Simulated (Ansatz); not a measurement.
Program: Ansatz. Geometries: PBE0-D4/def2-TZVP. ΔE: electronic, gas phase. CCSD(T)/CBS is the MP2 limit (def2-TZVPP, def2-QZVPP) plus CCSD(T) − MP2 in def2-TZVPP, frozen cores. This one scheme is used for every species. Functionals use def2-TZVPP. Elements past krypton have def2 core potentials. For Cd outer-core shells are correlated without core-valence functions, which leaves a few kJ/mol of doubt a bond. One conformer a species, not always the lowest.

`C[O][Cd][Cl]` + H₂S → `[SH][Cd][Cl]` + CH₃OH  (ligand exchange at a Cd–O bond)

CCSD(T)/CBS gives -1.02 eV.

Task: Another level gave -0.98 eV. Which?
A. PBE0-D4/def2-TZVPP
B. HF/def2-TZVPP
C. ωB97X-V/def2-TZVPP
D. BLYP-D4/def2-TZVPP

Result: C. ωB97X-V -0.98, PBE0-D4 -1.07, BLYP-D4 -0.87, HF/def2-TZVPP -1.12 eV.

Largest T1 diagnostic among the species: 0.016.

In def2-TZVPP, CCSD(T) changes the Hartree–Fock value by +0.16 eV (the triples alone add +0.02 eV) and MP2 by +0.11 eV. Leaving LDA and LC-ωPBE aside and taking each functional with its dispersion term where it has one, the values, not all of them listed here, spread over 0.21 eV, from PBE-QIDH to BLYP-D4.
